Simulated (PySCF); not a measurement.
**Molecular orbitals of NaSb⁺**

ωB97X at R = 3.366 Å; Na def2-SVPD, Sb def2-SVPD with ECP28; scalar-relativistic core potentials (PySCF 2.14). State: ⁴Σ⁻ (quartet), unpaired electrons σ ↑, π ↑↑. Only the outer orbitals are listed, counted within each symmetry, core potentials removing the inner ones.

| spin | orbital | occ. | ε (eV) | on Na (%) | main shells (%) |
| --- | --- | --- | --- | --- | --- |
| α | 7σ | 1 | -22.41 | 1 | 99 Sb s |
| α | 8σ | 1 | -13.17 | 7 | 91 Sb p |
| α | 4π | 1 | -12.67 | 1 | 99 Sb p |
| α | 4π | 1 | -12.67 | 1 | 99 Sb p |
| α | 9σ | 0 | -4.11 | 96 | 90 Na s |
| α | 5π | 0 | -2.56 | 97 | 97 Na p |
| α | 5π | 0 | -2.56 | 97 | 97 Na p |
| β | 7σ | 1 | -19.62 | 1 | 98 Sb s |
| β | 8σ | 0 | -6.48 | 20 | 76 Sb p, 13 Na s |
| β | 4π | 0 | -5.54 | 3 | 97 Sb p |
| β | 4π | 0 | -5.54 | 3 | 97 Sb p |

Task: Which are the highest filled and the lowest empty level, where do they sit, and how wide is the gap?

Result: Highest filled α 4π at -12.67 eV (in %: 99 Sb p); lowest empty β 8σ at -6.48 eV (in %: 76 Sb p, 13 Na s); the gap at ωB97X is 6.19 eV.

The bond order (Mayer) is 0.21, the ⟨S²⟩ is 3.751 and the charge on Na (Mulliken, basis-dependent) is 0.89. The charge on Na (Löwdin, basis-dependent) is 0.71 and the dipole moment (positive dipole points towards Sb; it is taken about the centre of mass and depends on that origin) is -11.00 D.

Spin–orbit coupling is left out. The state was picked by a PBE0 search and need not be the measured ground state.
